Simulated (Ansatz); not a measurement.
Reaction (redistribution): `C[As]1C[SiH2]1` + `N[Si](O)(O)O` → `C1[SiH2][AsH]1` + `CO[Si](N)(O)O`

Calculated with Ansatz (gas phase, PBE0-D4/def2-TZVP geometries, no zero-point term in ΔE). CCSD(T)/CBS is the MP2 limit (def2-TZVPP, def2-QZVPP) plus CCSD(T) − MP2 in def2-TZVPP, frozen cores. Functionals use def2-TZVPP. For As outer-core shells are correlated without core-valence functions, which leaves a few kJ/mol of doubt a bond. Scalar relativity is left out up to krypton. One conformer a species, not always the lowest.

| level | ΔE (eV) |
| --- | --- |
| PBE-D4 | 0.68 |
| r2SCAN-D4 | 0.67 |
| ωB97M-V | 0.66 |
| PBE0 | 0.67 |
| HF/def2-TZVPP | 0.51 |
| CCSD(T)/def2-TZVPP | 0.70 |
| MP2/def2-QZVPP | 0.80 |
| SCS-MP2/def2-QZVPP | 0.72 |

What does CCSD(T)/CBS give? (Best estimate.)

Computed: +0.71 eV. The listed levels differ from it by -0.03, -0.04, -0.05, -0.04, -0.20, -0.01, 0.09, 0.01 eV.

Largest T1 diagnostic among the species: 0.012.

In def2-TZVPP, CCSD(T) changes the Hartree–Fock value by +0.19 eV (the triples alone add +0.02 eV) and MP2 by +0.29 eV.
